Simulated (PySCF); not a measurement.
System: C2H6BS, charge 0, multiplicity 2. It need not be the lowest isomer of its formula. SMILES: CB([S])C
Geometry: optimised at B3LYP-D3(BJ)/def2-TZVP (Ansatz).

Dispersion corrections to the total energy (kcal/mol) from the dftd3 and dftd4 libraries through PySCF: D3(BJ) without and D4 with the three-body term, each with the damping fitted for the functional named.

```tsv
functional	D3(BJ)	D4
B3LYP	-7.94	-6.87
BHLYP	-6.22	-5.07
PW6B95	-2.32	(withheld)
B2PLYP	-3.71	-2.98
HSE06	-3.03	(withheld)
revPBE	-11.46	-13.52
r2SCAN	(withheld)	-1.04
```

**Question.** Complete the blanks.

**Answer.** 
- PW6B95, D4: -3.65
- HSE06, D4: -3.33
- r2SCAN, D3(BJ): -1.28
